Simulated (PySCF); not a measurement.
## Diatomics with 72 electrons

PBE0 in PySCF with x2c-SVPall on every atom, spin-free X2C, for the lowest determinant that a PBE0 search found; no spin–orbit coupling. All have 72 electrons, 8 of them in the valence shells, and the same state, a singlet (closed shell). For ions De leads to the atom and ion picked by measured ionisation energies and electron affinities.

```csv
species,difference of nuclear charges,Re (Å),ωe (cm⁻¹),k (mdyn/Å),De (eV),dissociates to,Mayer bond order
CaTe,32,2.639,315,1.78,2.66,Ca + Te,2.27
KI,34,3.052,189,0.630,3.36,K + I,0.72
BaS,40,2.510,396,2.39,n/a,Ba + S,2.17
CaI⁺,33,2.684,300,1.61,3.36,Ca⁺ + I,1.46
```

(1) Which member of the whole set has the stiffest bond, and how does it compare with the softest?

Spin–orbit coupling is left out, which matters for elements this heavy, above all for dissociation energies. For an ion De counts to the pair picked by the measured ionisation energies or electron affinities, which need not be the lowest pair at this level.

Answers

(1) BaS with k = 2.39 mdyn/Å, 3.8 times that of KI.
